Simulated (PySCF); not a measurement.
**I: excitation energy**

I [Kr] 4d10 5s2 5p5 (2P) → I [Kr] 4d10 5s2 5p4 6s1 (4P), as a difference of total energies. Calculation: PySCF 2.14, in aug-cc-pwCVDZ-PP with ECP28MDF; scalar relativity through the core potential. Correlated levels: valence and next inner shell: nothing frozen outside the core potential. The calculations carry no spin-orbit coupling.

```json
{"method": "UHF", "excitation energy (cm⁻¹)": "53406"}
{"method": "MP2 (valence and next inner shell)", "excitation energy (cm⁻¹)": "54983"}
{"method": "SCS-MP2 (valence and next inner shell)", "excitation energy (cm⁻¹)": "55563"}
{"method": "CCSD (valence and next inner shell)", "excitation energy (cm⁻¹)": "54695"}
{"method": "CCSD(T) (valence and next inner shell)", "excitation energy (cm⁻¹)": "54689"}
```

The promoted electron is Rydberg-like, and one or two diffuse shells describe it only roughly, which tends to raise the upper state.
